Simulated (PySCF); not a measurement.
# C6H9Cl: full NMR table

* Formula: C6H9Cl
* SMILES: C=C/C(=C\C)CCl
* InChI: InChI=1S/C6H9Cl/c1-3-6(4-2)5-7/h3-4H,1,5H2,2H3/b6-4+
* Point group of the computed structure: C1
* Degrees of unsaturation: 2
* Carbon signals: 6
* Proton signals: 6

Numbering as in the mapped SMILES `[CH2:1]=[CH:2]/[C:3](=[CH:4]\[CH3:5])[CH2:6][Cl:7]`. Hydrogens are named by the atom that carries them. Ha(C1) is cis to C3; Hb(C1) is trans to C3.

PySCF calculation with shielding tensors at PBE0/pcSseg-1 (GIAO) and geometry from GFN2-xTB; non-relativistic Hamiltonian, fast rotation and ring inversion assumed for equivalent nuclei, isolated molecule, a single conformation.

Scale: $^{1}$H and $^{13}$C against TMS (reference shieldings calculated alike).

| carbon | δC, type | δH (multiplicity) | HMBC from (2–3 bonds) | span of the C tensor (ppm) |
| --- | --- | --- | --- | --- |
| C1 | 123.5, CH2 | Hb(C1) 5.68 (m); Ha(C1) 5.82 (m) | H(C2) | 215 |
| C2 | 135.8, CH | 6.93 (m) | H(C4), Ha(C1), Hb(C1), H(C6) | 235 |
| C3 | 141.9, C | – | H(C2), H(C4), Ha(C1), Hb(C1), H(C6), H(C5) | 217 |
| C4 | 140.3, CH | 6.05 (q) | H(C2), H(C6), H(C5) | 193 |
| C5 | 16.9, CH3 | 2.00 (d) | H(C4) | 33 |
| C6 | 53.1, CH2 | 4.18 (s) | H(C2), H(C4) | 41 |

Carbon types of the structure: 1 × C, 2 × CH, 2 × CH2, 1 × CH3, which accounts for all hydrogens. δC 141.9: fully substituted alkene carbon; an sp2 carbon of a C=C bond. δC 140.3, 135.8: alkene CH; as expected for a trigonal carbon in a double bond. δC 123.5: terminal =CH2 carbon; an sp2 carbon of a C=C bond. δC 53.1: allylic sp3 CH2 bonded to Cl; pulled downfield by the heteroatom. δC 16.9: allylic methyl carbon; saturated and bonded to C and H only.

Carbons that carry Cl, above all several Cl atoms, come out too deshielded, partly because spin–orbit coupling is missing. Shifts are as computed. Against solution values, carbons near 30 ppm lie about +3 ppm off and those near 130 ppm about +5 ppm; carbons on Cl a further +6 ppm (rms about the fit 2.1 ppm; single classes can miss by 10 ppm). Of 1328 compounds with measured shifts, 309 miss one by over three times the rms of a fit or turn the order of signals round; such compounds aren't used in these exercises. Signals without a measured value on file couldn't be tested in this way; 1H shifts scatter by 0.2 ppm about their fit, and single ones miss by 0.5 ppm. Multiplicities follow the n + 1 count of equivalent neighbours, as no J values were calculated; m marks all less simple cases, F and P coupling included.
